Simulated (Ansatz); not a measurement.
# Relaxing a trial structure of AlClFH5SiSn

The starting geometry of this gas-phase singlet was optimised with GFN2-xTB.

```xyz
10

Al   -1.2666    1.6213   -2.7998
Cl   -1.6045    2.1984   -0.8195
F    -0.4098    2.6340   -3.7788
Si    0.5172   -0.1514    1.5459
Sn    0.1775    0.0066   -1.0260
H    -2.3280    0.7575   -3.4445
H    -1.2438   -1.0714   -0.9828
H     0.9810   -1.4766    1.9781
H    -0.7124    0.1457    2.2913
H     1.5358    0.8009    2.0234
```

Problem. Predict what becomes of its bonds when it is optimised with PBE-D3(BJ)/def2-SVP.

Solution. It keeps its bonds.

The energy falls by 0.49 eV over 26 steps:

```tsv
step	E − E(last) (eV)
1	0.486
4	0.123
7	0.043
9	0.019
12	0.003
15	0.001
18	0.000
20	0.000
23	0.000
26	0.000
```

Final geometry (Å):

```yaml
atoms:
  - { symbol: Al, position_ang: [-1.0354, 1.5238, -2.7646] }
  - { symbol: Cl, position_ang: [-2.1725, 1.8651, -0.8181] }
  - { symbol: F, position_ang: [0.2673, 2.5840, -2.8865] }
  - { symbol: Si, position_ang: [0.5711, 0.0118, 1.3904] }
  - { symbol: Sn, position_ang: [-0.6263, -0.3867, -0.9004] }
  - { symbol: H, position_ang: [-1.9376, 1.2116, -4.0286] }
  - { symbol: H, position_ang: [-1.8515, -1.5786, -0.5011] }
  - { symbol: H, position_ang: [1.4465, -1.1766, 1.6939] }
  - { symbol: H, position_ang: [-0.4424, 0.1662, 2.4915] }
  - { symbol: H, position_ang: [1.4272, 1.2444, 1.3107] }
```

Frequencies at the end are all real (lowest 41 cm⁻¹). Atoms past krypton carry core potentials, without spin–orbit terms. Run with Ansatz 0.2.0, 40 s on 2 threads of Intel(R) Xeon(R) 6975P-C (Granite Rapids) (shared host).
